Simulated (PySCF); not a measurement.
## Static response to an electric field

CH13NOSi4.
SMILES with atom numbers: `[CH3:1][NH:2][Si@H:3]([SiH3:4])[SiH2:5][O:6][SiH3:7]` (hydrogens: H8, H9, H10 on C1; H11 on N2; H12 on Si3; H13, H14, H15 on Si4; H16, H17 on Si5; H18, H19, H20 on Si7)

Structure used (PBE0-D3(BJ)/def2-SVP), in Å, numbered top down from 1:
```xyz
20
CH13NOSi4 angstrom
C     -0.6003   -1.6632   -1.2134
N     -1.2355   -1.6860    0.0818
Si    -1.1617   -0.3514    1.2006
Si    -2.1719    1.5363    0.2263
Si     1.0436    0.2919    1.7218
O      1.6485    0.9812    0.3248
Si     2.5627    0.7712   -1.0358
H     -0.6502   -0.6481   -1.6392
H      0.4697   -1.9543   -1.2034
H     -1.1155   -2.3294   -1.9256
H     -1.3227   -2.6143    0.4806
H     -1.9084   -0.7652    2.4311
H     -3.6348    1.3191   -0.0004
H     -1.9902    2.7251    1.1175
H     -1.5327    1.8452   -1.0913
H      1.9063   -0.8737    2.1115
H      1.1202    1.3098    2.8157
H      1.6819    0.7864   -2.2413
H      3.2839   -0.5390   -0.9814
H      3.5576    1.8769   -1.1438
```

Level: CAM-B3LYP/def2-SVPD (PySCF), static field, nuclei fixed, core orbitals frozen in the response. The polarisability tensor in these axes (au):

```
x   146.99  -3.27   1.89
y    -3.27 131.05   0.07
z     1.89   0.07 131.54
```

Q: Diagonalise the tensor; give its mean and Δα, where Δα² is half the sum of the squared differences of the eigenvalues.

A: Principal values 130.23, 131.50 and 147.84 au; mean 136.53 au = 20.23 Å³ = 22.51 × 10⁻⁴⁰ C²·m²/J; Δα = 17.01 au (12 % of the mean).

Q: What is the dipole moment, and where does it point?

A: (0.22, -1.60, -0.19) D, 1.63 D in size, pointing from the negative to the positive side. Measured along this direction, the outermost atoms are H14 at the negative end and H10 and H11 at the positive end.

Q: Rayleigh depolarisation ratio (linearly polarised light, static tensor)?

A: ρ = 3Δα²/(45ᾱ² + 4Δα²) = 867.6/(838759 + 1156.8) = 0.00103.

Q: Molar refractivity from α?

A: Lorentz–Lorenz: R = (4π/3)N_A α = 2.5225 cm³/(mol·Å³) × 20.23 Å³ = 51.0 cm³/mol, in the limit of long wavelengths.

Q: What would n − 1 = 2πNα be for an ideal gas of these molecules at 273.15 K and 1 atm, electronic part alone?

A: N = p/kT = 2.6868 × 10¹⁹ cm⁻³, so n − 1 = 2π × N × 20.23 × 10⁻²⁴ cm³ = 3415 × 10⁻⁶ at long wavelengths.

Q: Find the Langevin capture rate constant for H3+ (3.023 u) meeting this molecule (167.007 u), k = 2.342 × 10⁻⁹ cm³/s × √(α in Å³ / reduced mass in u).

A: The reduced mass is 2.97 u, so k = 6.11 × 10⁻⁹ cm³/s. The formula leaves out the permanent dipole, which adds to the capture rate.

Q: Orientational against electronic polarisability at 250 K (dilute gas, rigid molecules)?

A: In Gaussian units μ²/3kT = 25.55 Å³ against 20.23 Å³, a ratio of 1.26; the Debye molar polarisation (4π/3)N_A(α + μ²/3kT) is 115.5 cm³/mol, leaving out the vibrational part.

One conformer (not necessarily the lowest) at the PBE0-D3(BJ)/def2-SVP geometry, without solvent, vibrations or thermal averaging.
